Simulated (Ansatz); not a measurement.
Molecule: KCl (charge -1, doublet). 
Structure (B3LYP-D3(BJ)/def2-TZVP (Ansatz, a first-principles code) minimum search):
```xyz
2

K      0.0000     0.0000    -1.3481
Cl     0.0000     0.0000     1.5067
```
Charge -1, spin multiplicity 2.

Basis-set convergence of Hartree-Fock and CCSD(T) correlation energies (hartree) with Ansatz. Cores are frozen in the correlated levels unless marked. Open shells are spin-unrestricted. Spin-orbit coupling is left out. Frozen are the shells of the preceding noble gas and the d and f shells that filled before the atom's block. The outer core of K, Ca and their heavier congeners is not correlated, a term that matters for these elements. No relativistic terms. This anion needs diffuse functions, which these sets lack.

```
basis       functions        E(HF)  E(corr, CCSD(T))
----------  ---------  -----------  ----------------
def2-SVP           42  -1058.51797          -0.14964
def2-TZVPP         75  -1058.75852          -0.22526
def2-QZVPP        140          ___               ___
```

What belongs in the gaps?


- def2-QZVPP, E(HF): -1058.78925
- def2-QZVPP, E(corr, CCSD(T)): -0.24978
